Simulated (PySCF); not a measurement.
Excitations are Tamm–Dancoff values on a coarser integration grid. The basis has no diffuse functions, so Rydberg states are missing or too high.

## C$_{2}$H$_{3}$BO, SMILES `B1[C@@H]2O[C@H]12` (charge 0, multiplicity 1)

These are PBE-D3(BJ)/def2-TZVP (PySCF) values and carry that method's errors.

HOMO: -5.58 eV
dipole moment: 1.53 D
LUMO: -1.73 eV
HOMO–LUMO gap: 3.85 eV
S1 excitation (TDA): 4.68 eV
S1 oscillator strength: 0.069
brightest of the four lowest singlets (TDA): 4.68 eV
T1 excitation (TDA): 3.27 eV
S1–T1 gap (TDA): 1.41 eV
vertical ionisation energy (Delta-SCF): 9.23 eV
total energy: -177.8246 Ha
cost: about 50 core-seconds (a rough figure)

Bond lengths (Å): B1–C2 1.499, B1–C4 1.499, B1–H5 1.187, C2–O3 1.431, C2–C4 1.608, C2–H6 1.094, O3–C4 1.431, C4–H7 1.094. Angles (°): C2–B1–C4 64.9, C2–B1–H5 139.9, C4–B1–H5 139.9, B1–C2–O3 104.5, B1–C2–C4 57.5, B1–C2–H6 133.5, O3–C2–C4 55.8, O3–C2–H6 114.7, C4–C2–H6 129.3, C2–O3–C4 68.4, B1–C4–C2 57.5, B1–C4–O3 104.5, B1–C4–H7 133.5, C2–C4–O3 55.8, C2–C4–H7 129.3, O3–C4–H7 114.7.
